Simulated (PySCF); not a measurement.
**Continuum solvent and chemical shifts**

Mapped SMILES: `[F:1][CH:2]([F:3])[c:4]1[cH:5][cH:6][cH:7][cH:8][c:9]1[SH:10]`. Each H is labelled by its parent atom.

GIAO PBE0/pcSseg-1 in PySCF 2.14 on one PBE0-D3(BJ)/def2-SVP conformer, non-relativistic, equivalent nuclei averaged. Solvents enter as an IEF-PCM continuum (chloroform with ε = 4.7, acetone with ε = 20.5) around the gas-phase geometry. Shifts are referred to CFCl3, TMS, CS2 computed in the same medium.

In chloroform, δ in ppm: F1/F3 -141.3, C4 139.7, C8 138.8, C9 138.7, C7 137.9, C6 133.1, C5 132.1, C2 117.2, S10 -63.1, H(C5) 7.93, H(C8) 7.79, H(C7) 7.69, H(C6) 7.63, H(C2) 6.75. Dipole moment 1.85 D.

(1) How does each δ change in the more polar medium?

(2) Which nuclei move most (in ppm), and what does the model miss?

Results:

(1) 
| atoms | environment | Δδ, acetone |
| --- | --- | --- |
| F1/F3 | fluorine of a CF2 group | 0.0 |
| C4 | substituted aromatic carbon | +0.2 |
| C8 | aromatic CH | +0.4 |
| C9 | aromatic carbon bearing sulfur | +0.1 |
| C7 | aromatic CH | +0.6 |
| C6 | aromatic CH | +0.5 |
| C5 | aromatic CH | +0.3 |
| C2 | sp3 CH bonded to 2 F, on an aromatic ring | +0.4 |
| S10 | thiol sulfur | -1.5 |
| H(C5) | hydrogen on an aromatic CH | +0.03 |
| H(C8) | hydrogen on an aromatic CH | +0.05 |
| H(C7) | hydrogen on an aromatic CH | +0.07 |
| H(C6) | hydrogen on an aromatic CH | +0.07 |
| H(C2) | hydrogen on an sp3 CH bonded to 2 F, on an aromatic ring | +0.06 |

Changes are relative to chloroform. The dipole moment becomes 1.90 D in acetone.

(2) S10 (thiol sulfur, -1.5 ppm) in acetone. A continuum only polarises the solute; specific hydrogen bonds, the anisotropy of aromatic solvents and changes of geometry or conformer are outside it.
